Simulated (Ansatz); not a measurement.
**Molecular dynamics of CH7ClOSi2**

Input file:

```yaml
crystal:
  periodic: [false, false, false]
  atoms:
    - { symbol: O, position_ang: [0.480824, 1.720682, 0.191956] }
    - { symbol: C, position_ang: [-0.179496, 0.483053, -0.075607] }
    - { symbol: Si, position_ang: [-0.412023, -0.645046, 1.440563] }
    - { symbol: Si, position_ang: [0.710058, -0.3068, -1.557976] }
    - { symbol: Cl, position_ang: [-1.955092, 0.849911, -0.678932] }
    - { symbol: H, position_ang: [0.006061, 2.106775, 0.995319] }
    - { symbol: H, position_ang: [0.881266, -1.066011, 1.889978] }
    - { symbol: H, position_ang: [-1.194795, -1.78417, 1.073903] }
    - { symbol: H, position_ang: [-1.055029, 0.111308, 2.472034] }
    - { symbol: H, position_ang: [0.727412, 0.609583, -2.655578] }
    - { symbol: H, position_ang: [0.020984, -1.510286, -1.908166] }
    - { symbol: H, position_ang: [2.04683, -0.624399, -1.153693] }
basis:
  gaussian: { orbitals: STO-3G }
hamiltonian:
  xc: { name: BHLYP }
md:
  timestep: 0.5
  n_steps: 233
  ensemble: nvt_nose_hoover
  temperature: 100.0
  initial_velocities: maxwell_boltzmann
  seed: 301136
  temperature_schedule:
    - { n_steps: 57, end_temperature: 100.0 }
    - { n_steps: 175, end_temperature: 10.0 }
scf:
  lower_state_search: "off"
```

Command:

```bash
$ ansatz run input.yaml --threads 1 --pin off --max-ram 2048MiB --backend cpu --events-out ev --progress --plain --runs-dir out
```

It starts from a relaxed structure.

Output, in part (one step line in 3, the closing report, with atoms numbered from 0):

```
md step     0: t =     0.00 fs  T =   100.0 K (target 100.0 K)  F+E_penalty+E_count = -31114.88006584 eV  E_kin = 0.129260 eV  conserved = -31114.75080584 eV  (13 SCF iters)
md step     3: t =     1.50 fs  T =    87.0 K (target 100.0 K)  F+E_penalty+E_count = -31114.86305865 eV  E_kin = 0.112445 eV  conserved = -31114.75061459 eV  (14 SCF iters)
md step     6: t =     3.00 fs  T =    65.1 K (target 100.0 K)  F+E_penalty+E_count = -31114.83451498 eV  E_kin = 0.084121 eV  conserved = -31114.75040059 eV  (14 SCF iters)
md step     9: t =     4.50 fs  T =    54.6 K (target 100.0 K)  F+E_penalty+E_count = -31114.82107524 eV  E_kin = 0.070608 eV  conserved = -31114.75049035 eV  (14 SCF iters)
md step    12: t =     6.00 fs  T =    48.6 K (target 100.0 K)  F+E_penalty+E_count = -31114.81336240 eV  E_kin = 0.062795 eV  conserved = -31114.75061884 eV  (13 SCF iters)
md step    15: t =     7.50 fs  T =    36.3 K (target 100.0 K)  F+E_penalty+E_count = -31114.79730446 eV  E_kin = 0.046927 eV  conserved = -31114.75046520 eV  (13 SCF iters)
md step    18: t =     9.00 fs  T =    31.8 K (target 100.0 K)  F+E_penalty+E_count = -31114.79130257 eV  E_kin = 0.041103 eV  conserved = -31114.75032701 eV  (13 SCF iters)
md step    21: t =    10.50 fs  T =    46.6 K (target 100.0 K)  F+E_penalty+E_count = -31114.81058521 eV  E_kin = 0.060231 eV  conserved = -31114.75054314 eV  (13 SCF iters)
md step    24: t =    12.00 fs  T =    61.1 K (target 100.0 K)  F+E_penalty+E_count = -31114.82941130 eV  E_kin = 0.078992 eV  conserved = -31114.75071384 eV  (13 SCF iters)
md step    27: t =    13.50 fs  T =    59.5 K (target 100.0 K)  F+E_penalty+E_count = -31114.82703570 eV  E_kin = 0.076922 eV  conserved = -31114.75054069 eV  (13 SCF iters)
md step    30: t =    15.00 fs  T =    56.6 K (target 100.0 K)  F+E_penalty+E_count = -31114.82302868 eV  E_kin = 0.073183 eV  conserved = -31114.75040978 eV  (13 SCF iters)
md step    33: t =    16.50 fs  T =    64.3 K (target 100.0 K)  F+E_penalty+E_count = -31114.83299503 eV  E_kin = 0.083141 eV  conserved = -31114.75057753 eV  (13 SCF iters)
md step    36: t =    18.00 fs  T =    67.4 K (target 100.0 K)  F+E_penalty+E_count = -31114.83694250 eV  E_kin = 0.087139 eV  conserved = -31114.75071897 eV  (13 SCF iters)
md step    39: t =    19.50 fs  T =    53.3 K (target 100.0 K)  F+E_penalty+E_count = -31114.81839252 eV  E_kin = 0.068956 eV  conserved = -31114.75054063 eV  (13 SCF iters)
md step    42: t =    21.00 fs  T =    38.4 K (target 100.0 K)  F+E_penalty+E_count = -31114.79871527 eV  E_kin = 0.049595 eV  conserved = -31114.75037433 eV  (13 SCF iters)
md step    45: t =    22.50 fs  T =    37.5 K (target 100.0 K)  F+E_penalty+E_count = -31114.79760637 eV  E_kin = 0.048465 eV  conserved = -31114.75053372 eV  (13 SCF iters)
md step    48: t =    24.00 fs  T =    37.5 K (target 100.0 K)  F+E_penalty+E_count = -31114.79751405 eV  E_kin = 0.048438 eV  conserved = -31114.75062420 eV  (13 SCF iters)
md step    51: t =    25.50 fs  T =    30.4 K (target 100.0 K)  F+E_penalty+E_count = -31114.78806849 eV  E_kin = 0.039343 eV  conserved = -31114.75042487 eV  (13 SCF iters)
md step    54: t =    27.00 fs  T =    33.8 K (target 100.0 K)  F+E_penalty+E_count = -31114.79217710 eV  E_kin = 0.043679 eV  conserved = -31114.75034836 eV  (13 SCF iters)
md step    57: t =    28.50 fs  T =    54.1 K (target 100.0 K)  F+E_penalty+E_count = -31114.81840004 eV  E_kin = 0.069897 eV  conserved = -31114.75058145 eV  (13 SCF iters)
md step    60: t =    30.00 fs  T =    69.6 K (target 98.7 K)  F+E_penalty+E_count = -31114.83824799 eV  E_kin = 0.089940 eV  conserved = -31114.75073895 eV  (13 SCF iters)
md step    63: t =    31.50 fs  T =    65.6 K (target 97.2 K)  F+E_penalty+E_count = -31114.83251349 eV  E_kin = 0.084772 eV  conserved = -31114.75056935 eV  (14 SCF iters)
md step    66: t =    33.00 fs  T =    56.9 K (target 95.6 K)  F+E_penalty+E_count = -31114.82076072 eV  E_kin = 0.073516 eV  conserved = -31114.75043563 eV  (14 SCF iters)
md step    69: t =    34.50 fs  T =    55.2 K (target 94.1 K)  F+E_penalty+E_count = -31114.81842734 eV  E_kin = 0.071378 eV  conserved = -31114.75058931 eV  (14 SCF iters)
md step    72: t =    36.00 fs  T =    47.9 K (target 92.5 K)  F+E_penalty+E_count = -31114.80870625 eV  E_kin = 0.061961 eV  conserved = -31114.75062661 eV  (13 SCF iters)
md step    75: t =    37.50 fs  T =    32.0 K (target 91.0 K)  F+E_penalty+E_count = -31114.78766222 eV  E_kin = 0.041406 eV  conserved = -31114.75041019 eV  (14 SCF iters)
md step    78: t =    39.00 fs  T =    27.0 K (target 89.5 K)  F+E_penalty+E_count = -31114.78083522 eV  E_kin = 0.034843 eV  conserved = -31114.75034813 eV  (14 SCF iters)
md step    81: t =    40.50 fs  T =    38.5 K (target 87.9 K)  F+E_penalty+E_count = -31114.79568162 eV  E_kin = 0.049724 eV  conserved = -31114.75055909 eV  (14 SCF iters)
md step    84: t =    42.00 fs  T =    47.2 K (target 86.4 K)  F+E_penalty+E_count = -31114.80675889 eV  E_kin = 0.061047 eV  conserved = -31114.75066443 eV  (14 SCF iters)
md step    87: t =    43.50 fs  T =    43.4 K (target 84.8 K)  F+E_penalty+E_count = -31114.80123795 eV  E_kin = 0.056090 eV  conserved = -31114.75048165 eV  (13 SCF iters)
md step    90: t =    45.00 fs  T =    43.0 K (target 83.3 K)  F+E_penalty+E_count = -31114.80029656 eV  E_kin = 0.055597 eV  conserved = -31114.75039688 eV  (13 SCF iters)
md step    93: t =    46.50 fs  T =    53.4 K (target 81.7 K)  F+E_penalty+E_count = -31114.81351235 eV  E_kin = 0.069040 eV  conserved = -31114.75059827 eV  (13 SCF iters)
md step    96: t =    48.00 fs  T =    57.1 K (target 80.2 K)  F+E_penalty+E_count = -31114.81781340 eV  E_kin = 0.073808 eV  conserved = -31114.75064884 eV  (13 SCF iters)
md step    99: t =    49.50 fs  T =    49.1 K (target 78.7 K)  F+E_penalty+E_count = -31114.80674351 eV  E_kin = 0.063429 eV  conserved = -31114.75045825 eV  (13 SCF iters)
md step   102: t =    51.00 fs  T =    45.8 K (target 77.1 K)  F+E_penalty+E_count = -31114.80203600 eV  E_kin = 0.059197 eV  conserved = -31114.75043109 eV  (13 SCF iters)
md step   105: t =    52.50 fs  T =    49.9 K (target 75.6 K)  F+E_penalty+E_count = -31114.80710195 eV  E_kin = 0.064559 eV  conserved = -31114.75060869 eV  (13 SCF iters)
md step   108: t =    54.00 fs  T =    45.6 K (target 74.0 K)  F+E_penalty+E_count = -31114.80099917 eV  E_kin = 0.058935 eV  conserved = -31114.75062486 eV  (13 SCF iters)
md step   111: t =    55.50 fs  T =    31.8 K (target 72.5 K)  F+E_penalty+E_count = -31114.78248883 eV  E_kin = 0.041057 eV  conserved = -31114.75039415 eV  (13 SCF iters)
md step   114: t =    57.00 fs  T =    29.5 K (target 70.9 K)  F+E_penalty+E_count = -31114.77916897 eV  E_kin = 0.038101 eV  conserved = -31114.75034232 eV  (13 SCF iters)
md step   117: t =    58.50 fs  T =    43.4 K (target 69.4 K)  F+E_penalty+E_count = -31114.79701582 eV  E_kin = 0.056112 eV  conserved = -31114.75057672 eV  (13 SCF iters)
md step   120: t =    60.00 fs  T =    52.8 K (target 67.9 K)  F+E_penalty+E_count = -31114.80858829 eV  E_kin = 0.068194 eV  conserved = -31114.75062276 eV  (13 SCF iters)
md step   123: t =    61.50 fs  T =    52.2 K (target 66.3 K)  F+E_penalty+E_count = -31114.80709569 eV  E_kin = 0.067480 eV  conserved = -31114.75044980 eV  (13 SCF iters)
md step   126: t =    63.00 fs  T =    56.3 K (target 64.8 K)  F+E_penalty+E_count = -31114.81180221 eV  E_kin = 0.072805 eV  conserved = -31114.75045352 eV  (13 SCF iters)
md step   129: t =    64.50 fs  T =    65.0 K (target 63.2 K)  F+E_penalty+E_count = -31114.82241156 eV  E_kin = 0.083965 eV  conserved = -31114.75061509 eV  (13 SCF iters)
md step   132: t =    66.00 fs  T =    63.5 K (target 61.7 K)  F+E_penalty+E_count = -31114.81980274 eV  E_kin = 0.082137 eV  conserved = -31114.75059928 eV  (13 SCF iters)
md step   135: t =    67.50 fs  T =    53.9 K (target 60.1 K)  F+E_penalty+E_count = -31114.80643674 eV  E_kin = 0.069668 eV  conserved = -31114.75038777 eV  (13 SCF iters)
md step   138: t =    69.00 fs  T =    55.0 K (target 58.6 K)  F+E_penalty+E_count = -31114.80722841 eV  E_kin = 0.071083 eV  conserved = -31114.75038913 eV  (13 SCF iters)
md step   141: t =    70.50 fs  T =    66.3 K (target 57.1 K)  F+E_penalty+E_count = -31114.82139028 eV  E_kin = 0.085720 eV  conserved = -31114.75062749 eV  (13 SCF iters)
md step   144: t =    72.00 fs  T =    66.6 K (target 55.5 K)  F+E_penalty+E_count = -31114.82093766 eV  E_kin = 0.086066 eV  conserved = -31114.75061931 eV  (13 SCF iters)
md step   147: t =    73.50 fs  T =    55.5 K (target 54.0 K)  F+E_penalty+E_count = -31114.80572293 eV  E_kin = 0.071761 eV  conserved = -31114.75041539 eV  (13 SCF iters)
md step   150: t =    75.00 fs  T =    51.0 K (target 52.4 K)  F+E_penalty+E_count = -31114.79933380 eV  E_kin = 0.065970 eV  conserved = -31114.75041989 eV  (13 SCF iters)
md step   153: t =    76.50 fs  T =    53.6 K (target 50.9 K)  F+E_penalty+E_count = -31114.80215166 eV  E_kin = 0.069250 eV  conserved = -31114.75055803 eV  (13 SCF iters)
md step   156: t =    78.00 fs  T =    50.9 K (target 49.3 K)  F+E_penalty+E_count = -31114.79804686 eV  E_kin = 0.065783 eV  conserved = -31114.75052347 eV  (13 SCF iters)
md step   159: t =    79.50 fs  T =    46.4 K (target 47.8 K)  F+E_penalty+E_count = -31114.79149898 eV  E_kin = 0.059951 eV  conserved = -31114.75035490 eV  (13 SCF iters)
md step   162: t =    81.00 fs  T =    54.9 K (target 46.3 K)  F+E_penalty+E_count = -31114.80202092 eV  E_kin = 0.070974 eV  conserved = -31114.75041441 eV  (13 SCF iters)
md step   165: t =    82.50 fs  T =    70.5 K (target 44.7 K)  F+E_penalty+E_count = -31114.82172406 eV  E_kin = 0.091152 eV  conserved = -31114.75064431 eV  (13 SCF iters)
md step   168: t =    84.00 fs  T =    72.4 K (target 43.2 K)  F+E_penalty+E_count = -31114.82332195 eV  E_kin = 0.093580 eV  conserved = -31114.75060044 eV  (13 SCF iters)
md step   171: t =    85.50 fs  T =    63.4 K (target 41.6 K)  F+E_penalty+E_count = -31114.81085544 eV  E_kin = 0.082013 eV  conserved = -31114.75040675 eV  (13 SCF iters)
md step   174: t =    87.00 fs  T =    60.9 K (target 40.1 K)  F+E_penalty+E_count = -31114.80700323 eV  E_kin = 0.078750 eV  conserved = -31114.75043193 eV  (13 SCF iters)
md step   177: t =    88.50 fs  T =    63.4 K (target 38.5 K)  F+E_penalty+E_count = -31114.80978655 eV  E_kin = 0.082013 eV  conserved = -31114.75055281 eV  (13 SCF iters)
md step   180: t =    90.00 fs  T =    60.3 K (target 37.0 K)  F+E_penalty+E_count = -31114.80505093 eV  E_kin = 0.077909 eV  conserved = -31114.75049732 eV  (13 SCF iters)
md step   183: t =    91.50 fs  T =    56.5 K (target 35.5 K)  F+E_penalty+E_count = -31114.79954081 eV  E_kin = 0.073052 eV  conserved = -31114.75035343 eV  (13 SCF iters)
md step   186: t =    93.00 fs  T =    64.6 K (target 33.9 K)  F+E_penalty+E_count = -31114.80962822 eV  E_kin = 0.083555 eV  conserved = -31114.75043706 eV  (14 SCF iters)
md step   189: t =    94.50 fs  T =    76.7 K (target 32.4 K)  F+E_penalty+E_count = -31114.82485758 eV  E_kin = 0.099162 eV  conserved = -31114.75061317 eV  (14 SCF iters)
md step   192: t =    96.00 fs  T =    77.1 K (target 30.8 K)  F+E_penalty+E_count = -31114.82475283 eV  E_kin = 0.099700 eV  conserved = -31114.75051236 eV  (14 SCF iters)
md step   195: t =    97.50 fs  T =    74.1 K (target 29.3 K)  F+E_penalty+E_count = -31114.82027431 eV  E_kin = 0.095824 eV  conserved = -31114.75036338 eV  (14 SCF iters)
md step   198: t =    99.00 fs  T =    81.0 K (target 27.7 K)  F+E_penalty+E_count = -31114.82882053 eV  E_kin = 0.104661 eV  conserved = -31114.75046330 eV  (14 SCF iters)
md step   201: t =   100.50 fs  T =    88.9 K (target 26.2 K)  F+E_penalty+E_count = -31114.83888377 eV  E_kin = 0.114920 eV  conserved = -31114.75060119 eV  (13 SCF iters)
md step   204: t =   102.00 fs  T =    85.0 K (target 24.7 K)  F+E_penalty+E_count = -31114.83349839 eV  E_kin = 0.109816 eV  conserved = -31114.75054139 eV  (14 SCF iters)
md step   207: t =   103.50 fs  T =    74.4 K (target 23.1 K)  F+E_penalty+E_count = -31114.81968435 eV  E_kin = 0.096212 eV  conserved = -31114.75041812 eV  (14 SCF iters)
md step   210: t =   105.00 fs  T =    68.3 K (target 21.6 K)  F+E_penalty+E_count = -31114.81181829 eV  E_kin = 0.088254 eV  conserved = -31114.75049326 eV  (14 SCF iters)
md step   213: t =   106.50 fs  T =    60.4 K (target 20.0 K)  F+E_penalty+E_count = -31114.80184117 eV  E_kin = 0.078095 eV  conserved = -31114.75057645 eV  (14 SCF iters)
md step   216: t =   108.00 fs  T =    44.9 K (target 18.5 K)  F+E_penalty+E_count = -31114.78173913 eV  E_kin = 0.058026 eV  conserved = -31114.75040263 eV  (14 SCF iters)
md step   219: t =   109.50 fs  T =    37.5 K (target 16.9 K)  F+E_penalty+E_count = -31114.77217610 eV  E_kin = 0.048438 eV  conserved = -31114.75028731 eV  (13 SCF iters)
md step   222: t =   111.00 fs  T =    48.6 K (target 15.4 K)  F+E_penalty+E_count = -31114.78692260 eV  E_kin = 0.062851 eV  conserved = -31114.75043971 eV  (13 SCF iters)
md step   225: t =   112.50 fs  T =    64.3 K (target 13.9 K)  F+E_penalty+E_count = -31114.80763712 eV  E_kin = 0.083098 eV  conserved = -31114.75058618 eV  (13 SCF iters)
md step   228: t =   114.00 fs  T =    70.1 K (target 12.3 K)  F+E_penalty+E_count = -31114.81561214 eV  E_kin = 0.090599 eV  conserved = -31114.75053521 eV  (13 SCF iters)
md step   231: t =   115.50 fs  T =    70.1 K (target 10.8 K)  F+E_penalty+E_count = -31114.81625053 eV  E_kin = 0.090583 eV  conserved = -31114.75045728 eV  (13 SCF iters)
md step   233: t =   116.50 fs  T =    70.7 K (target 10.0 K)  F+E_penalty+E_count = -31114.81775503 eV  E_kin = 0.091419 eV  conserved = -31114.75051194 eV  (13 SCF iters)
Total energy: -31114.81789384 eV, -1143.4484672174 hartree
Atom 0 at     0.451579     1.735786     0.136044 Å, force     0.693159     0.227619     0.179690 eV/Å
Atom 1 at    -0.150595     0.474053    -0.095603 Å, force    -0.730313     0.211257     0.560557 eV/Å
Atom 2 at    -0.448094    -0.644538     1.419271 Å, force     0.033539     0.575744     0.322925 eV/Å
Atom 3 at     0.744491    -0.308839    -1.554102 Å, force     0.018384     0.152891    -0.806996 eV/Å
Atom 4 at    -1.952013     0.848127    -0.631422 Å, force    -0.178681    -0.152318    -0.271088 eV/Å
Atom 5 at     0.080387     2.084161     1.008467 Å, force    -0.134934    -0.123706    -0.095388 eV/Å
Atom 6 at     0.796023    -1.141209     1.882264 Å, force     0.414829    -0.142328     0.116131 eV/Å
Atom 7 at    -1.273788    -1.727639     1.047174 Å, force    -0.308021    -0.381297    -0.173939 eV/Å
Atom 8 at    -1.055960     0.127859     2.475380 Å, force     0.107953    -0.080201    -0.304030 eV/Å
Atom 9 at     0.793230     0.600529    -2.668415 Å, force    -0.065855    -0.094614     0.235481 eV/Å
Atom 10 at     0.078256    -1.508841    -1.939993 Å, force    -0.107517    -0.118606     0.055921 eV/Å
Atom 11 at     2.071739    -0.619135    -1.150951 Å, force     0.257457    -0.074441     0.180735 eV/Å
Dipole moment:     0.415609    -0.265636     0.374516 e Å
```

All steps were run. The conserved energy stayed within 0.044 meV per atom of its start (net change 0.025 meV per atom), so the integration is sound. The schedule's set-point averaged 39 K over the second half and the system 62 K, so it lags behind the ramp. A run of 0.12 ps of so small a system gives no equilibrium averages. Limits of this set-up: minimal basis.

The same pairs are bonded in the first frame and the last. Pairs count as bonded within 1.25 times the sum of covalent radii (0.12 Å more for H–H).

Last frame:

```xyz
12
Properties=species:S:1:pos:R:3
O 0.452 1.736 0.136
C -0.151 0.474 -0.096
Si -0.448 -0.644 1.419
Si 0.745 -0.309 -1.554
Cl -1.952 0.848 -0.631
H 0.080 2.084 1.008
H 0.796 -1.141 1.882
H -1.274 -1.728 1.047
H -1.056 0.128 2.475
H 0.793 0.601 -2.668
H 0.078 -1.509 -1.940
H 2.072 -0.619 -1.151
```

The run took 6.9 min on 1 thread of Intel(R) Xeon(R) Platinum 8559C (Emerald Rapids), on a shared host, peak memory 0.13 GiB.
